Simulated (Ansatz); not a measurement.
`O[CH](F)[GeH3]`, relaxed with RKS PBE0-D4/def2-TZVP in the Gaussian-basis code of Ansatz from a PBE-D4/def2-SVP geometry. The force threshold is 0.005 eV/Å; the program also tests the step.

The species carries charge 0 and has multiplicity 1.

Start:

```xyz
9

O    -1.035    1.288    0.119
C     0.142    0.633    0.424
F     1.256    1.338   -0.062
Ge    0.106   -1.141   -0.491
H    -1.089    2.102    0.658
H     0.308    0.535    1.526
H     1.451   -1.861   -0.219
H    -0.069   -0.897   -2.008
H    -1.067   -1.997    0.054
```

Problem. How much energy does the relaxation release, and in how many steps? (Best estimate.)

Solution. Ansatz gave: 2.61 kJ/mol, in 7 steps.

Problem. Which bonds change most? (Estimate.)

Solution. The calculation gave: C2–H6 from 1.118 to 1.098 Å; Ge4–H9 from 1.550 to 1.536 Å; Ge4–H7 from 1.550 to 1.535 Å; O1–H5 from 0.978 to 0.964 Å.

Problem. Give the relaxed structure. (Best estimate.)

Solution. Computed: 
```xyz
9

O    -1.014    1.298    0.106
C     0.141    0.621    0.419
F     1.250    1.340   -0.022
Ge    0.109   -1.142   -0.499
H    -1.078    2.093    0.647
H     0.278    0.520    1.504
H     1.448   -1.846   -0.237
H    -0.093   -0.906   -1.999
H    -1.042   -1.978    0.080
```
